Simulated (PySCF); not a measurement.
Molecule: SMILES BCC#C, C3H5B.

Structure with atom numbers: `[BH2:1][CH2:2][C:3]#[CH:4]`. Each H is labelled by its parent atom.

Spin–spin couplings on one PBE0-D3(BJ)/def2-SVP geometry, PySCF, gas phase, non-relativistic, equivalent pairs averaged; isotopes 13C, 1H, 11B; basis pcJ-1.

Question: How do the couplings (Hz) change with the functional? Times are CPU seconds on shared hosts with different chips, so compare them loosely.

Answer: 
```
functional  functions  1J(C4,H(C4))  1J(C3,C4)  1J(B1,H(B1))  1J(C2,H(C2))  1J(C2,C3)  1J(B1,C2)  2J(C3,H(C4))  core-s
       LDA        158         217.6      186.3         108.9          93.7       58.5       31.0          47.2       8
       PBE        158         252.1      200.0         131.5         112.0       70.4       42.1          51.7      12
       KT2        158         278.0      183.8         136.6         117.7       58.5       32.9          56.2      13
     B3LYP        158         272.7      212.6         141.2         123.1       79.0       48.3          53.4      15
      PBE0        158         258.4      207.3         133.4         115.9       76.4       46.2          50.9      13
     B97-2        158         248.4      205.4         136.3         109.6       75.5       49.0          48.3      13
 BHandHLYP        158         289.9      229.7         147.8         133.0       90.1       55.9          51.3      14
 CAM-B3LYP        158         268.1      211.8         138.0         121.0       78.2       47.5          54.2      17
``` Left out for a near triplet instability: HF/pcJ-1.
